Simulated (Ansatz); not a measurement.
Computed with Ansatz on PBE0-D4/def2-TZVP structures; ΔE is electronic, products minus reactants. CCSD(T)/CBS adds triple-zeta CCSD(T) − MP2 to the extrapolated MP2 energy (def2 sets, frozen cores). def2 core potentials past Kr. For Sn outer-core shells are correlated without core-valence functions, which leaves a few kJ/mol of doubt a bond. Each species was taken in one conformer, which may not be the lowest.

Reaction (redistribution): `C[SiH](O)[SnH3]` + `O[SiH2]C[Si](O)(F)F` → `C[SiH](O)[Si](O)(F)F` + `O[SiH2][CH2][SnH3]`

```
               species  CCSD(T)/def2-TZVPP energy (Eh)
     `C[SiH](O)[SnH3]`                      -620.72731
 `O[SiH2]C[Si](O)(F)F`                      -969.78440
`C[SiH](O)[Si](O)(F)F`                      -969.76699
  `O[SiH2][CH2][SnH3]`                      -620.71867
```

Q: Work out ΔE.

A: ΔE = (-969.76699) + (-620.71867) − (-620.72731) − (-969.78440) = 0.02605 Eh = +16.3 kcal/mol. CCSD(T)/CBS gives +16.4 kcal/mol.

Largest T1 diagnostic among the species: 0.013.

From PBE to PBE0 (25 % exact exchange), in def2-TZVPP and without D4, ΔE moves by +1.1 kcal/mol.
